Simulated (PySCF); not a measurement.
CH3IMgO, SMILES C[O][Mg][I].

The structure is a stationary point at B3LYP-D3(BJ)/def2-SVP. The def2 effective core potentials stand for the cores of I; spin–orbit coupling is left out. The values are those of a single conformer.

Calculation: PySCF with r2SCAN/def2-TZVPD.

The total energy is -613.10016 hartree and the point group comes out as C3v. The highest occupied level is -6.21 eV and the lowest empty level comes out as -1.83 eV. The orbital gap is 4.37 eV and the dipole moment is 0.266 e·Å. The quadrupole, principal values (traceless, Buckingham form, about the centre of nuclear charge) comes out as -6.97, 3.48, 3.48 D·Å. The mean static polarisability is 79.3 bohr³ (11.76 Å³) and the polarisability, principal values is 68.1, 68.1, 101.8 bohr³.
